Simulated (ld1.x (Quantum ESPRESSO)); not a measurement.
# Before and after: RRKJ potential for Br

bromine (Br), norm-conserving RRKJ (Kleinman–Bylander form), made with ld1.x (Quantum ESPRESSO) 7.5 (PBE, scalar-relativistic). Core [Ar], reference 3d10 4s1.5 4p5.5. Waves: 4p (bound): rc 1.45 bohr; 3d (bound): rc 0.95 bohr; 4s (bound): rc 1.25 bohr. Local part: the s channel. Core correction: none.

All-electron outer shells of the reference configuration (PBE, scalar-relativistic, ld1.x):

```csv
shell,level (eV),outermost node (bohr),outermost maximum (bohr)
3s,-238.88,0.23,0.48
3p,-174.29,0.21,0.48
3d,-67.50,–,0.43
4s,-20.54,0.67,1.41
4p,-8.16,0.70,1.66
```

Change: all radii scaled by about 1.31 (s 1.64, p 1.90, d 1.24 bohr).

Cutoffs: the cutoffs (Ry, on a coarse ladder) from which the occupation-weighted sum of valence levels, in a spherical-Bessel basis at the reference potential, stays within 10 and 1 mRy of its value at 400 Ry; they do not see the model core or the augmentation charge, which bear on the density cutoff. Errors are all-electron minus pseudo energies relative to the spin-unpolarised reference configuration.

Q: Predict the effect on cutoff, ghosts and configuration errors.

A: Of the 7 tests that both files solve, the error grows in 4 and shrinks in 3 by more than 15 % and 0.3 meV (median size 5.0 → 5.8 meV); neither file shows a bound ghost.

| quantity | base | changed |
| --- | --- | --- |
| cutoff, loose | 260 Ry | 160 Ry |
| cutoff, tight | over 300 Ry | 260 Ry |
| loose cutoff by channel (10 mRy a level) | p 25 Ry, d 200 Ry, s 40 Ry | p 25 Ry, d 110 Ry, s 30 Ry |
| bound ghosts | none | none |
| error for 3d10 4s2 4p5, meV [ΔE -6.16 eV] | -0.4 | -1.8 |
| error for 3d10 4s2 4p4, meV [ΔE 6.39 eV] | -5.0 | -5.8 |
| error for 3d10 4s2 4p3, meV [ΔE 29.15 eV] | -16 | -13 |
| error for 3d9 4s2 4p6, meV [ΔE 58.15 eV] | -963 | +185 |
| error for 3d10 4s2 4p5.3, meV [ΔE -8.12 eV] | -0.3 | -1.8 |
| error for 3d10 4s2 4p2, meV [ΔE 63.14 eV] | -24 | -8.3 |
| error for 3d10 4s2 4p4.5, meV [ΔE -1.09 eV] | -1.8 | -3.1 |
